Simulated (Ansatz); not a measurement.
`CCO[SiH2]OC` + `O[SiH](O)[O][GeH3]` → `CO[SiH2]O[SiH](O)O` + `CC[O][GeH3]`  (redistribution)

Computed with Ansatz on PBE0-D4/def2-TZVP structures; ΔE is electronic, products minus reactants. CCSD(T)/CBS is the MP2 limit (def2-TZVPP, def2-QZVPP) plus CCSD(T) − MP2 in def2-TZVPP, frozen cores. DFT in def2-TZVPP. B3LYP here is the variant with VWN-RPA as its local correlation; programs differ in this. For Ge outer-core shells are correlated without core-valence functions, which leaves a few kJ/mol of doubt a bond. Scalar relativity is left out up to krypton. One conformer a species, not always the lowest.

```json
{"level": "PBE-D4", "ΔE (kJ/mol)": "-5.2", "difference from CCSD(T)/CBS": "0.6"}
{"level": "PBE0-D4", "ΔE (kJ/mol)": "-5.0", "difference from CCSD(T)/CBS": "0.8"}
{"level": "B3LYP-D4", "ΔE (kJ/mol)": "-5.1", "difference from CCSD(T)/CBS": "0.7"}
{"level": "ωB97X-V", "ΔE (kJ/mol)": "-3.8", "difference from CCSD(T)/CBS": "2.0"}
{"level": "PBE", "ΔE (kJ/mol)": "-3.8", "difference from CCSD(T)/CBS": "2.0"}
{"level": "r2SCAN", "ΔE (kJ/mol)": "-5.9", "difference from CCSD(T)/CBS": "-0.1"}
{"level": "PBE0", "ΔE (kJ/mol)": "-3.8", "difference from CCSD(T)/CBS": "2.0"}
{"level": "B3LYP", "ΔE (kJ/mol)": "-2.8", "difference from CCSD(T)/CBS": "3.0"}
{"level": "MP2/def2-TZVPP", "ΔE (kJ/mol)": "-5.1", "difference from CCSD(T)/CBS": "0.7"}
{"level": "SCS-MP2/def2-TZVPP", "ΔE (kJ/mol)": "-3.5", "difference from CCSD(T)/CBS": "2.3"}
{"level": "CCSD(T)/def2-TZVPP", "ΔE (kJ/mol)": "-4.7", "difference from CCSD(T)/CBS": "1.1"}
{"level": "HF/def2-QZVPP", "ΔE (kJ/mol)": "1.2", "difference from CCSD(T)/CBS": "7.0"}
{"level": "MP2/def2-QZVPP", "ΔE (kJ/mol)": "-5.7", "difference from CCSD(T)/CBS": "0.1"}
{"level": "SCS-MP2/def2-QZVPP", "ΔE (kJ/mol)": "-4.0", "difference from CCSD(T)/CBS": "1.8"}
{"level": "MP2/CBS(def2)", "ΔE (kJ/mol)": "-6.2", "difference from CCSD(T)/CBS": "-0.4"}
{"level": "CCSD/CBS(def2)", "ΔE (kJ/mol)": "-4.9", "difference from CCSD(T)/CBS": "0.9"}
{"level": "CCSD(T)/CBS", "ΔE (kJ/mol)": "-5.8", "difference from CCSD(T)/CBS": "0"}
```

Largest T1 diagnostic among the species: 0.012.

In def2-TZVPP, CCSD(T) changes the Hartree–Fock value by −6.0 kJ/mol (the triples alone add −0.9 kJ/mol) and MP2 by −6.3 kJ/mol.
